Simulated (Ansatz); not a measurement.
Mulliken charges of `C[O][Bi]([F])[F]` from r2SCAN/def2-TZVPP in Ansatz (PBE0-D4/def2-TZVP geometry).

| atom | x (Å) | y (Å) | z (Å) | charge (e) |
| --- | --- | --- | --- | --- |
| C1 | 0.361 | 0.016 | 1.051 | -0.006 |
| O2 | 0.829 | -0.766 | -0.033 | -0.556 |
| Bi3 | 0.024 | -0.624 | -1.878 | 1.324 |
| F4 | -1.889 | -0.712 | -1.288 | -0.489 |
| F5 | 0.023 | 1.377 | -1.961 | -0.489 |
| H6 | 0.474 | 1.087 | 0.854 | 0.076 |
| H7 | 0.961 | -0.244 | 1.927 | 0.064 |
| H8 | -0.691 | -0.191 | 1.272 | 0.076 |

Question: By hand: the dipole of these point charges (1 e Å = 4.8032 D).

Answer: Σ q r = (0.526, -0.673, -0.601) e Å, of length 1.044 e Å = 5.01 D.

Question: How does the dipole of the full density compare? (An estimate is asked.)

Answer: Computed: (0.380, -0.445, -0.305) e Å, 3.17 D; the point charges give 1.58 times that, at 8° from its direction.

Point charges leave out the atoms' own dipoles, such as those of lone pairs, and Mulliken's split depends on the basis, so the two needn't agree.
